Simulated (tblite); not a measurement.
Species: C4H9NOSi2.
Atom-mapped SMILES: `[H]/[N:1]=[CH:2]\[C:3]([CH:4]=[O:5])=[CH:6]/[SiH2:7][SiH3:8]` (hydrogens: H9 on N1; H10 on C2; H11 on C4; H12 on C6; H13, H14 on Si7; H15, H16, H17 on Si8)

Computed with GFN2-xTB (tblite), gas phase: L-BFGS steps from a force-field or distance-geometry start until the largest atomic force falls under 0.01 eV/Å.

Step 0: E = -638.6500 eV
```
atom  x, y, z in Å  |  force x, y, z in eV/Å
N1     -1.7532    1.8430   -0.5555    1.236   1.003  -0.586
C2     -0.8282    0.9820   -0.3855   -3.544   0.736   0.373
C3     -1.1957   -0.3282    0.1734   -0.600   0.610  -0.269
C4     -2.5788   -0.6484    0.4984   -2.920   2.611  -0.321
O5     -3.5133    0.1818    0.3457    1.664  -2.466   0.600
C6     -0.2714   -1.2355    0.3619    0.439  -2.519   0.726
Si7     1.5033   -0.9793   -0.0081    1.010  -1.847  -0.571
Si8     2.4722    0.7442    0.9632    0.950   1.541   0.718
H9     -2.7652    1.6964   -0.3422    1.389  -0.450  -0.080
H10     0.1937    1.2348   -0.6264   -0.032  -0.034  -0.059
H11    -2.8711   -1.6354    0.9157    0.623   0.155  -0.210
H12    -0.6095   -2.2014    0.7789    0.345   0.400  -0.153
H13     1.7631   -0.9278   -1.4436   -0.200  -0.102  -0.221
H14     2.2338   -2.1922    0.4803   -0.355   0.132  -0.223
H15     1.5998    1.6165    1.7307   -0.124   0.112   0.156
H16     3.0674    1.5731   -0.0920    0.067   0.051   0.088
H17     3.5460    0.2886    1.8449    0.051   0.068   0.033
```

Step 1: E = -638.9365 eV
```
atom  x, y, z in Å  |  force x, y, z in eV/Å
N1     -1.7355    1.8574   -0.5639   -1.356   2.470  -0.704
C2     -0.8789    0.9925   -0.3802    0.588  -0.882   0.293
C3     -1.2042   -0.3195    0.1695    0.557  -1.334   0.305
C4     -2.6205   -0.6111    0.4938    2.724  -2.417   0.590
O5     -3.4895    0.1466    0.3543   -3.582   2.366  -0.327
C6     -0.2651   -1.2715    0.3722   -0.763   0.679  -0.285
Si7     1.5177   -1.0057   -0.0163    0.755  -0.720  -0.101
Si8     2.4858    0.7662    0.9734    0.365   0.589   0.209
H9     -2.7454    1.6899   -0.3434    1.258  -0.105  -0.188
H10     0.1932    1.2343   -0.6273   -0.959  -0.293   0.190
H11    -2.8622   -1.6332    0.9127    0.598   0.187  -0.201
H12    -0.6046   -2.1957    0.7767   -0.085  -0.592   0.288
H13     1.7603   -0.9293   -1.4467   -0.160  -0.124  -0.321
H14     2.2287   -2.1904    0.4772   -0.094  -0.240  -0.101
H15     1.5980    1.6181    1.7329   -0.177   0.189   0.222
H16     3.0683    1.5738   -0.0907    0.149   0.168  -0.011
H17     3.5467    0.2895    1.8454    0.181   0.060   0.142
```

**Question.** Estimate the geometry and energy of step 2. (The exact step hangs on the optimiser's Hessian estimate; all steps are aligned on step 1, rigid shifts and turns removed.)

**Answer.** E = -639.1595 eV, largest force 1.093 eV/Å
```
atom  x, y, z in Å  |  force x, y, z in eV/Å
N1     -1.7434    1.8868   -0.5737    0.357   0.736  -0.324
C2     -0.8895    0.9871   -0.3755   -0.109   0.491  -0.133
C3     -1.2014   -0.3301    0.1713   -0.121  -0.513   0.142
C4     -2.6068   -0.6232    0.4982   -0.363   0.234   0.068
O5     -3.5177    0.1588    0.3538   -0.337  -0.283   0.144
C6     -0.2707   -1.2764    0.3727    0.075   0.415  -0.331
Si7     1.5300   -1.0215   -0.0200    0.365  -0.151   0.047
Si8     2.4939    0.7793    0.9788    0.121   0.208   0.048
H9     -2.7263    1.6868   -0.3457    0.531  -0.074  -0.085
H10     0.1835    1.2312   -0.6256   -1.016  -0.336   0.224
H11    -2.8533   -1.6306    0.9097    0.478   0.080  -0.131
H12    -0.6038   -2.1998    0.7789   -0.123  -0.651   0.319
H13     1.7577   -0.9310   -1.4510   -0.148  -0.135  -0.321
H14     2.2261   -2.1922    0.4751    0.058  -0.495  -0.006
H15     1.5957    1.6205    1.7358   -0.177   0.194   0.224
H16     3.0701    1.5758   -0.0904    0.184   0.220  -0.064
H17     3.5488    0.2904    1.8470    0.225   0.059   0.178
```

The energy changes by -0.2230 eV. The first-order estimate −F·Δx gives -0.3896 eV and the mean of the old and new forces, exact on a quadratic surface, -0.2286 eV. The step makes an angle of 30° with the force vector and moves no atom by more than 0.032 Å.

What follows is the cost of the whole relaxation. Time: 1.2 s wall. Hardware: one thread, Arm Neoverse N1 (aarch64) (shared host).
